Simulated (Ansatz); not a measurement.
Species: sum formula H3SiO3, charge 0, multiplicity 2. It need not be the lowest isomer of its formula. SMILES: O[Si](O)O
Geometry from a B3LYP-D3(BJ)/def2-TZVP (Ansatz, a program for electronic structure) optimisation:
```
Si
O 1 1.6473
H 2 0.9617 1 117.64
O 1 1.6473 2 108.19 3 59.50
H 4 0.9617 1 117.64 2 176.49
O 1 1.6473 2 108.19 3 176.49
H 6 0.9617 1 117.64 2 59.50
```
Charge 0, spin multiplicity 2.

Parts of the frozen-core correlation energy in cc-pwCVTZ (Ansatz, hartree). Frozen orbitals: 8; correlated occupied orbitals by spin: 13 and 12; virtual: 209 and 210. UHF or UKS for open shells. No spin-orbit coupling. Non-relativistic.

| term | value |
|---|---|
| reference (HF) | -515.50042 |
| MP2 opposite-spin | -0.62190 |
| MP2 same-spin | -0.21579 |
| CCSD correlation | -0.84503 |
| (T) | -0.03094 |
| T1 diagnostic | 0.014 |
| largest doubles amplitude | 0.014 |
| <S^2> of the reference | 0.754 |
